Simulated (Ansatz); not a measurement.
A nudged elastic band was laid between two geometries of CH5AlF2O + FH (12 atoms, charge 0, multiplicity 1).

Computed with RKS PBE/cc-pVDZ in Ansatz 0.2.0.

| Property | Result |
| --- | --- |
| movable images | 7 |
| climbing image | yes |
| spring | 5.0 eV/Å² |
| optimiser | quadratic models (default) |
| start path | through a guess of the saddle point |
| force threshold | 0.05 eV/Å |
| iteration limit | 60 |
| end points | relaxed |

First end point:

```xyz
12
Properties=species:S:1:pos:R:3
Al -0.488 -0.994 0.082
C 0.916 -0.058 1.135
F 0.028 -1.801 -1.345
F -1.707 -1.785 0.983
H -0.799 1.110 -1.098
O -1.513 0.468 -0.803
H 1.072 1.056 -0.438
F 0.771 1.634 -1.149
H 0.569 0.868 1.642
H 1.163 -0.772 1.952
H 1.912 0.135 0.671
H -1.923 0.139 -1.631
```

Last end point:

```xyz
12
Properties=species:S:1:pos:R:3
Al -0.732 0.005 -0.295
C 1.763 -0.063 1.384
F -0.066 -1.408 -1.001
F -1.535 -0.119 1.201
H -2.095 0.900 -2.158
O -2.229 0.078 -1.638
H 1.779 0.900 0.839
F -0.110 1.526 -0.780
H 0.869 -0.113 2.036
H 1.756 -0.906 0.665
H 2.669 -0.141 2.015
H -2.069 -0.659 -2.269
```

(1) Which bonds break or form, and what moves?

(2) Give the energies along the band, and the barrier.

(3) What is the geometry of the highest image?

(4) What are the harmonic wavenumbers there?

Results:

(1) Bonds broken: Al1–C2, H7–F8. Bonds formed: Al1–F8, C2–H7. CH5AlF2O + FH becomes AlF3H2O + CH4.

(2) It converged. The highest image is number 2 of 0 to 8, 0.273 eV above the first end and 1.764 eV above the last; the last end lies 1.491 eV below the first. A vibrational analysis at the climbing image gives one clearly imaginary mode, 853i cm⁻¹: a first-order saddle point. The orbitals stay closed-shell, which can raise the energy where a bond breaks towards radicals; this wasn't checked here.

| image | path coordinate (Å) | energy (eV) | Al1–C2 (Å) | H7–F8 (Å) | Al1–F8 (Å) |
| --- | --- | --- | --- | --- | --- |
| 0 | 0.00 | 0.000 | 1.99 | 0.96 | 3.16 |
| 1 | 0.77 | 0.020 | 2.00 | 0.98 | 3.05 |
| 2 | 1.54 | 0.273 | 2.09 | 1.24 | 2.81 |
| 3 | 2.81 | -0.340 | 2.40 | 1.66 | 1.97 |
| 4 | 4.07 | -1.110 | 3.02 | 2.00 | 1.75 |
| 5 | 5.34 | -1.385 | 3.63 | 2.31 | 1.72 |
| 6 | 6.60 | -1.425 | 3.71 | 2.51 | 1.71 |
| 7 | 7.87 | -1.458 | 3.32 | 2.49 | 1.71 |
| 8 | 9.14 | -1.491 | 3.01 | 2.57 | 1.71 |

(3) 
```xyz
12
Properties=species:S:1:pos:R:3
Al -0.558 -0.855 -0.005
C 0.980 0.097 1.034
F 0.007 -1.928 -1.204
F -1.555 -1.492 1.221
H -0.565 1.087 -1.221
O -1.487 0.536 -0.892
H 0.827 0.699 -0.183
F 0.682 1.347 -1.225
H 0.406 0.499 1.892
H 1.340 -0.929 1.281
H 1.926 0.677 0.978
H -2.003 0.261 -1.675
```

(4) 853i, 65, 130, 144, 151, 197, 239, 255, 409, 437, 498, 540, 574, 624, 730, 756, 836, 876, 1145, 1208, 1247, 1322, 1377, 1469, 1690, 1974, 2957, 3036, 3083, 3695 cm⁻¹.

Run time: 5 min on 2 threads of Intel(R) Xeon(R) Platinum 8488C (Sapphire Rapids), on a shared host, peak memory 0.18 GiB.
